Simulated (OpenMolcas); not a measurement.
**Which level was it?**

CH6B2O: 10 atoms, total charge 0, spin state singlet. SMILES: `BB(C)O`. Geometry: relaxed at PBE0-D4/def2-TZVP. This is one conformer, not always the lowest.

```xyz
10

B    -1.1574    0.8268   -0.6221
B     0.2894    0.0459   -0.2710
C     0.3773   -0.8347    1.0322
O     1.4326    0.1178   -1.0179
H    -2.0104    0.3121   -1.2922
H    -1.4404    1.8989   -0.1622
H    -0.5465   -1.3710    1.2659
H     1.2004   -1.5525    0.9757
H     0.5727   -0.1745    1.8867
H     1.3653    0.6798   -1.7923
```

A calculation with OpenMolcas 26.06 gave:

```json
{
 "total energy": "-166.4707 Eh",
 "dipole moment": "0.97 D",
 "HOMO energy": "-6.11 eV",
 "LUMO energy": "-2.62 eV",
 "HOMO–LUMO gap": "3.49 eV",
 "largest force": "0.839 eV/Å"
}
```

Q: Which of these levels gave the numbers?
A. revPBE/def2-SVP
B. PBE/def2-SVP
C. r2SCAN/def2-SVP
D. TPSS/def2-SVP

A: A. The others give -166.4206 Eh (r2SCAN/def2-SVP), -166.2912 Eh (PBE/def2-SVP), -166.5600 Eh (TPSS/def2-SVP).
